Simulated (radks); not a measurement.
All-electron atom: Os0.75+ in [Xe] 4f14 5d6.25 6s1 (fractional occupations, a model configuration). All-electron calculation, scalar-relativistic Kohn-Sham, PBE, spin-unpolarised, spherical densities, finite nucleus; Fermi nuclear charge, rms radius 5.4126 fm. Program: a radial shooting solver on a logarithmic mesh with Libxc functionals.

Normalised radial functions P(r) = r R(r), r in bohr:

r              5s
0.002995   0.1487
0.003487   0.1610
0.00406    0.1728
0.004726   0.1836
0.005502   0.1925
0.006405   0.1985
0.007456   0.2006
0.008681   0.1972
0.01011    0.1870
0.01176    0.1684
0.0137     0.1398
0.01594    0.1002
0.01856    0.0491
0.02161   -0.0126
0.02496   -0.0786
0.02905   -0.1519
0.03382   -0.2217
0.03937   -0.2782
0.04584   -0.3095
0.05336   -0.3033
0.06212   -0.2499
0.07232   -0.1458
0.08419    0.0021
0.09801    0.1728
0.1141     0.3310
0.1328     0.4324
0.1546     0.4341
0.18       0.3117
0.2096     0.0748
0.244     -0.2239
0.2818    -0.4845
0.328     -0.6418
0.3819    -0.6052
0.4446    -0.3580
0.5175     0.0474
0.6025     0.5063
0.7014     0.9005
0.8165     1.1390
0.9506     1.1854
1.107      1.0618
1.288      0.8326
1.5        0.5748
1.746      0.3491
2.033      0.1854
2.366      0.0852
2.755      0.0334
3.181      0.0116
3.704      0.0031
4.312      0.0007
5.019      0.0001
5.843      0.0000
6.803      0.0000
7.919      0.0000
9.22       0.0000

5s: eigenvalue -96.737 eV, 4 radial nodes at r = 0.0210, 0.0840, 0.218, 0.509 bohr, <r> = 1.01 bohr, 90 % of the charge inside 1.44 bohr.
